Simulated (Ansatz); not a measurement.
Basis-set series for CH7AlSeSi, SMILES `[CH3][AlH][SiH2][SeH]`. Total charge 0; spin multiplicity 1. Geometry: relaxed with PBE0-D4/def2-TZVP. It is one conformer, not always the lowest.

```csv
functional,basis,functions,energy (Eh),HOMO (eV),LUMO (eV)
PBE0-D4,def2-SVP,117,-2974.75071,-6.70,-1.83
PBE0-D4,def2-QZVPP,496,-2975.34780,-6.87,-1.87
ωB97M-V,def2-SVP,117,-2975.09934,-8.83,-0.16
ωB97M-V,def2-QZVPP,496,-2975.69735,-9.02,-0.33
```

Question: Give the rows for def2-TZVPP. (An estimate is asked.)

Answer: Ansatz gave: 
```
functional       basis  functions  energy (Eh)  HOMO (eV)  LUMO (eV)
   PBE0-D4  def2-TZVPP        261  -2975.27771      -6.85      -1.85
   ωB97M-V  def2-TZVPP        261  -2975.62940      -9.00      -0.24
```

Scalar relativity is left out up to krypton.
